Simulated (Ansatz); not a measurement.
Sn nanocrystals, hexagonal, H-capped: PBE0-D4/def2-SVP single points in Ansatz on relaxed structures, gas phase. Core potentials for Sn, no spin–orbit coupling. Binding counts from free atoms in the multiplicity of their measured ground term, without zero-point energy. The structures are stationary points that may keep the symmetry of their start.

```tsv
species	atoms	state	geometry	HOMO (eV)	LUMO (eV)	gap (eV)	binding per atom (eV)	point group (within 0.1 Å)
Sn11H18	29	singlet	PBE-D4/def2-SVP	-6.78	-1.70	5.08	2.39	Cs
Sn24H30	54	singlet	PBE-D4/def2-SVP	-6.48	-2.31	4.17	2.48	–
```

Problem. Estimate the rows for Sn27H34 (singlet, r2SCAN-D4/def2-SVP geometry).

Solution. 
```csv
species,atoms,state,geometry,HOMO (eV),LUMO (eV),gap (eV),binding per atom (eV),point group (within 0.1 Å)
Sn27H34,61,singlet,r2SCAN-D4/def2-SVP,-6.40,-2.29,4.11,2.49,–
```

The gap (eV) runs from 4.11 (Sn27H34) to 5.08 (Sn11H18). The binding per atom (eV) runs from 2.39 (Sn11H18) to 2.49 (Sn27H34).
